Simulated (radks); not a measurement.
Initial-state core-level shifts of the phosphorus ion P3+ when its valence configuration changes from [Ne] 3s2. Calculated with a radial shooting solver on a logarithmic mesh with Libxc functionals: scalar-relativistic Kohn-Sham, LDA (Slater exchange, Perdew-Wang correlation), spin-polarised, spherical densities, finite nucleus; open shells are filled with parallel spins first; Fermi nuclear charge, rms radius 3.1889 fm. Shifts are changes of the shell-averaged eigenvalues in eV (positive: less bound); the change of the density at the nucleus, which sets a Mossbauer isomer shift, is in e/bohr^3, on a base of 2379.

valence          1s      2s      2p  density at nucleus
3s1 3p1      -0.852  -0.948  -0.910             -9.5796
3p2          -1.944  -2.089  -2.020            -19.4756
3s1.5 3p0.5  -0.506  -0.538  -0.522             -4.7853
